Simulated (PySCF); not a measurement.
A side-by-side comparison of computed properties.

First species: BCl2(OiPr), C₃H₇BCl₂O.
InChI=1S/C3H7BCl2O/c1-3(2)7-4(5)6/h3H,1-2H3

Second species: C₅H₆N₂.
SMILES: `Nc1ccccn1`

Levels: wB97X-D/def2-SVPD for HOMO energy, LUMO energy, HOMO–LUMO gap and static isotropic polarisability; TDDFT wB97X-D/def2-SVPD for lowest singlet excitation; TDA wB97X-D/def2-SVPD for lowest triplet excitation (Tamm–Dancoff). Geometries: PBE0-D3(BJ)/def2-SVP. All species are isolated and taken at one optimised geometry, non-relativistic unless stated; the electronic structure was computed with PySCF and density fitting.

The conformers computed, where there is a choice (atom-mapped SMILES and torsion angles):
- `[NH2:1][c:2]1[cH:3][cH:4][cH:5][cH:6][n:7]1`: H–N1–C2–C3 -168°, H–N1–C2–C3 -21°

```tsv
property	column X	column Y
HOMO energy	-8.00 eV	-10.78 eV
LUMO energy	1.18 eV	1.55 eV
HOMO–LUMO gap	9.18 eV	12.33 eV
lowest singlet excitation	4.86 eV	7.18 eV
lowest triplet excitation (Tamm–Dancoff)	3.85 eV	6.97 eV
static isotropic polarisability	73.9 au	81.1 au
```

Q: Which column belongs to which species?

A: Column X is the second species and column Y the first. The first has 14 atoms and 72 electrons, the second 13 and 50.

Q: How does each property change from the first species to the second?

A: HOMO energy +2.78 eV; LUMO energy -0.37 eV; HOMO–LUMO gap -3.15 eV; lowest singlet excitation -2.32 eV; lowest triplet excitation (Tamm–Dancoff) -3.12 eV; static isotropic polarisability -7.2 au.

On the first: No computed singlet falls in the visible range (750 to 380 nm, 1.65 to 3.26 eV); S1 lies 3.92 eV above its blue end. The vertical singlet–triplet gap S1 − T1 is 0.21 eV (TDDFT singlet less Tamm–Dancoff triplet; S1: HOMO→LUMO+1, weight 0.48, beside HOMO→LUMO, weight 0.47; T1: HOMO−1→LUMO+1, weight 0.31, beside HOMO−1→LUMO, weight 0.29).

On the second: S1 lies 4.32 eV below the HOMO–LUMO gap; its leading configuration is HOMO→LUMO, weight 0.93. The vertical singlet–triplet gap S1 − T1 is 1.01 eV (TDDFT singlet less Tamm–Dancoff triplet; S1: HOMO→LUMO, weight 0.93; T1: HOMO→LUMO, weight 0.93).
